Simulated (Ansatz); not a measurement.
**Energy profile**

The step: BF₃ ([F][B]([F])[F]) + HCl → BClF₂ ([F][B]([F])[Cl]) + HF; bonds formed: B1–Cl6, F2–H5; bonds broken: B1–F2, H5–Cl6 (atoms numbered as in the saddle structure below).

B1  (-0.375, 0.010, -0.344)
F2  (0.768, -0.982, -0.063)
F3  (-0.184, 0.619, -1.498)
F4  (-1.541, -0.535, -0.054)
H5  (1.012, -0.230, 0.767)
Cl6  (0.320, 1.117, 1.194)
(Å)

Electronic energies by CCSD(T) at an estimated basis limit (MP2 extrapolated from triple and quadruple zeta, plus CCSD(T) − MP2 in triple zeta), on PBE0-D4/def2-TZVP structures; BHClF3, singlet; no counterpoise correction. Program: Ansatz 0.2.0. Basis: def2-TZVPP and def2-QZVPP. Cores are frozen in the correlated methods. Extrapolation: Hartree–Fock as exp(−7.88 √X), correlation as X^−2.97.

**Question.** Give the profile in kJ/mol, counted from the separated reactants. (To be estimated.)

**Answer.** By the calculation:
| point | kJ/mol |
| --- | --- |
| separated: BF3 (linked as [F][B]([F])[F]; B1, F2, F3, F4; singlet) + HCl (H5, Cl6; singlet) | 0.0 |
| start structure | -9.3 |
| saddle | 124.8 |
| end structure | 50.6 |
| separated: BClF2 (linked as [F][B]([F])[Cl]; B1, F3, F4, Cl6; singlet) + HF (F2, H5; singlet) | 62.0 |

T1 diagnostic: at most 0.013.

For scale, one of the runs: CCSD(T)/def2-TZVPP, 180 basis functions, launched by `ansatz run in.yaml --threads 4 --pin off --events-out ev --progress --plain --max-ram 9574MiB`. The run took 13 s on 4 CPU threads of an Arm Neoverse V2 (shared host), with 1.3 GiB of host memory at its peak.
